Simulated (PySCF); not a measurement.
SMILES O[Si](S)(S)S, singlet (B3LYP/def2-SVP optimised geometry):

```
9

O     -0.912    -1.222     1.329
Si    -0.189    -0.537     0.000
S     -0.811    -1.726    -1.674
S     -0.788     1.535     0.000
S      1.963    -0.537     0.000
H     -0.730    -0.812     2.186
H     -2.075    -1.882    -1.211
H     -0.006     1.882    -1.049
H      2.075    -1.863    -0.255
```

Calculation: B3LYP/def2-TZVP in PySCF.

Task: What are the frontier orbital energies and the dipole moment?

Result: HOMO-2 -7.76 eV, HOMO-1 -7.62 eV, HOMO -7.24 eV, LUMO -0.43 eV, LUMO+1 -0.18 eV; dipole moment 0.72 D.

Meta-Löwdin charges at B3LYP/def2-TZVP: O1 -0.75, Si2 0.96, S3 -0.29, S4 -0.31, S5 -0.30, H6 0.36, H7 0.11, H8 0.11, H9 0.11.
